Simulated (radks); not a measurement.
Values are calculated unless marked as measured or tabulated.
Species: Ru I. Configuration: [Kr] 4d5 5s1 5p2 (not the ground configuration). Level of theory: Dirac Kohn-Sham, PBEsol, spin-unpolarised, spherical densities, point nucleus; open shells are shared between the two j in proportion to 2j + 1 (a radial shooting solver on a logarithmic mesh with Libxc functionals).

Radial electron density D(r) = 4 pi r^2 rho(r):

| r (bohr) | D(r) (e/bohr) |
|---|---|
| 0.003741 | 9.421 |
| 0.004355 | 11.90 |
| 0.00503 | 14.73 |
| 0.005855 | 18.27 |
| 0.006762 | 22.17 |
| 0.007872 | 26.82 |
| 0.009165 | 31.95 |
| 0.01058 | 37.08 |
| 0.01232 | 42.52 |
| 0.01423 | 47.37 |
| 0.01657 | 51.73 |
| 0.01913 | 54.72 |
| 0.02227 | 56.29 |
| 0.02572 | 56.13 |
| 0.02995 | 54.38 |
| 0.03458 | 51.82 |
| 0.04026 | 49.20 |
| 0.0465 | 47.99 |
| 0.05413 | 49.17 |
| 0.06301 | 53.29 |
| 0.07277 | 59.21 |
| 0.08472 | 65.61 |
| 0.09784 | 69.34 |
| 0.1139 | 68.66 |
| 0.1315 | 63.30 |
| 0.1531 | 54.79 |
| 0.1769 | 47.65 |
| 0.2059 | 44.70 |
| 0.2378 | 47.04 |
| 0.2768 | 52.03 |
| 0.3223 | 54.39 |
| 0.3722 | 50.62 |
| 0.4333 | 40.51 |
| 0.5004 | 28.76 |
| 0.5825 | 18.89 |
| 0.6727 | 14.27 |
| 0.7832 | 13.50 |
| 0.9045 | 13.96 |
| 1.053 | 13.33 |
| 1.216 | 11.15 |
| 1.416 | 8.033 |
| 1.635 | 5.363 |
| 1.903 | 3.406 |
| 2.216 | 2.291 |
| 2.559 | 1.716 |
| 2.979 | 1.329 |
| 3.44 | 1.027 |
| 4.005 | 0.7297 |
| 4.626 | 0.4787 |
| 5.385 | 0.2700 |
| 6.219 | 0.1371 |
| 7.24 | 0.05761 |
| 8.361 | 0.02163 |
| 9.734 | 0.006302 |
| 11.24 | 0.001565 |
| 13.09 | 0.0002745 |

D(r) has 4 maxima, at r = 0.0236, 0.103, 0.317, 0.926 bohr, and minima at 0.0472, 0.206, 0.752 bohr, inside which lie 2.06, 11.12, 29.17 electrons.
